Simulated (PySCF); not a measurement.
formyl cation (CHO), SMILES C#[O+], charge +1.

Geometry optimised at r2SCAN-D4/def2-TZVPD.

The numbers are results of TDDFT-PBE/def2-TZVPD (PySCF 2.14.0), not measurements.

Vertical excitations; the highest root listed may be one member of a degenerate set. Isolated molecule, no solvent. State labels are in the subgroup C2v.

```json
[
 {"state": "S1", "symmetry": "A2", "energy (eV)": "9.74", "λ (nm)": "127", "f": "0.000", "main pairs": "HOMO−1→LUMO+1 50 %, HOMO→LUMO 50 %"},
 {"state": "S2", "symmetry": "A1", "energy (eV)": "10.09", "λ (nm)": "123", "f": "0.000", "main pairs": "HOMO→LUMO+1, HOMO−1→LUMO (degenerate set)"},
 {"state": "S3", "symmetry": "A2", "energy (eV)": "10.09", "λ (nm)": "123", "f": "0.000", "main pairs": "HOMO→LUMO, HOMO−1→LUMO+1 (degenerate set)"},
 {"state": "S4", "symmetry": "B2", "energy (eV)": "11.25", "λ (nm)": "110", "f": "0.002", "main pairs": "HOMO−2→LUMO+1 (degenerate set)"},
 {"state": "S5", "symmetry": "B1", "energy (eV)": "11.25", "λ (nm)": "110", "f": "0.002", "main pairs": "HOMO−2→LUMO (degenerate set)"},
 {"state": "S6", "symmetry": "B2", "energy (eV)": "13.69", "λ (nm)": "91", "f": "0.004", "main pairs": "HOMO→LUMO+2 (degenerate set)"},
 {"state": "S7", "symmetry": "B1", "energy (eV)": "13.69", "λ (nm)": "91", "f": "0.004", "main pairs": "HOMO−1→LUMO+2 (degenerate set)"},
 {"state": "S8", "symmetry": "A1", "energy (eV)": "14.03", "λ (nm)": "88", "f": "0.077", "main pairs": "HOMO−2→LUMO+2 51 %, HOMO−1→LUMO 23 %, HOMO→LUMO+1 23 %"},
 {"state": "S9", "symmetry": "B1", "energy (eV)": "15.33", "λ (nm)": "81", "f": "0.172", "main pairs": "HOMO−3→LUMO (degenerate set)"},
 {"state": "S10", "symmetry": "B2", "energy (eV)": "15.33", "λ (nm)": "81", "f": "0.172", "main pairs": "HOMO−3→LUMO+1 (degenerate set)"},
 {"state": "T1", "symmetry": "A1", "energy (eV)": "7.88", "λ (nm)": "157", "f": "0", "main pairs": "HOMO→LUMO+1 50 %, HOMO−1→LUMO 50 %"},
 {"state": "T2", "symmetry": "A1", "energy (eV)": "8.53", "λ (nm)": "145", "f": "0", "main pairs": "HOMO−1→LUMO, HOMO→LUMO+1 (degenerate set)"},
 {"state": "T3", "symmetry": "A2", "energy (eV)": "8.53", "λ (nm)": "145", "f": "0", "main pairs": "HOMO−1→LUMO+1, HOMO→LUMO (degenerate set)"},
 {"state": "T4", "symmetry": "A2", "energy (eV)": "9.74", "λ (nm)": "127", "f": "0", "main pairs": "HOMO→LUMO 50 %, HOMO−1→LUMO+1 50 %"}
]
```
Triplets are in the Tamm–Dancoff approximation, which puts them higher than full response would, so one can lie above its singlet here.
